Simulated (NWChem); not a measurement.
System: CdGeNH5; SMILES [NH2][Cd][GeH3]

Input file for NWChem:

```
start job
memory heap 200 mb stack 900 mb global 1100 mb
geometry units angstroms noautosym nocenter noautoz
  Cd     0.529248     0.642952     0.002638
  N      0.906126     2.624987     0.001317
  H      0.608885     3.152484     0.819761
  H      0.607622     3.151674    -0.817189
  Ge     0.236138    -1.860367     0.004456
  H      0.876628    -2.522795    -1.235421
  H      0.879227    -2.521278     1.243783
  H     -1.253982    -2.266685     0.006279
end
basis spherical
  * library def2-svpd
end
ecp
  Cd library def2-ecp
end
dft
  xc xpbe96 cpbe96
  iterations 150
end
property
  response 1 0.0
end
task dft property
```

The geometry was optimised at PBE0/def2-SVP. No frequency run checked for a minimum. def2 effective core potentials on Cd; no spin-orbit coupling.

Static field.

Q: Give the results of this calculation. (PBE/def2-SVPD with def2 effective core potentials on Cd.) Quantities: isotropic polarisability (bohr³); anisotropy (bohr³).

A: 
| Property | Value |
|---|---|
| isotropic polarisability (bohr³) | 84.1 |
| anisotropy (bohr³) | 54.7 |
